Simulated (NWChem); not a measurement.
Molecule: phosphoric acid (H₃PO₄); SMILES O=P(O)(O)O

```xyz
8

O     -0.5183     1.3413     0.5938
P      0.0000     0.0000    -0.1182
O      0.0000     0.0000    -1.5938
O      1.4207    -0.2218     0.5938
O     -0.9025    -1.1195     0.5938
H     -1.2401     1.7395     0.0907
H      2.1265     0.2042     0.0907
H     -0.8864    -1.9437     0.0907
```
Atoms are numbered in this order, from 1.

Program: NWChem. Pople sets run with spherical d functions. Geometry: optimised at PBE0/def2-SVP.

Q: Taking PBE/6-311++G** as the yardstick, which of these has the fewest basis functions while keeping “highest occupied level (eV)” within 0.2 eV of it: PBE/STO-3G; PBE/6-31G*; PBE/6-31+G*; PBE/6-311G**; PBE/3-21G?

A: PBE/6-31+G* (a larger set in the list lies outside the tolerance).
```json
[
 {"level": "PBE/STO-3G", "basis functions": "32", "highest occupied level (eV)": "-1.52"},
 {"level": "PBE/3-21G", "basis functions": "55", "highest occupied level (eV)": "-6.43"},
 {"level": "PBE/6-31G*", "basis functions": "80", "highest occupied level (eV)": "-6.75"},
 {"level": "PBE/6-31+G*", "basis functions": "100", "highest occupied level (eV)": "-7.31"},
 {"level": "PBE/6-311G**", "basis functions": "116", "highest occupied level (eV)": "-7.09"},
 {"level": "PBE/6-311++G**", "basis functions": "139", "highest occupied level (eV)": "-7.38"}
]
```

The yardstick is one finite set, not the basis-set limit.
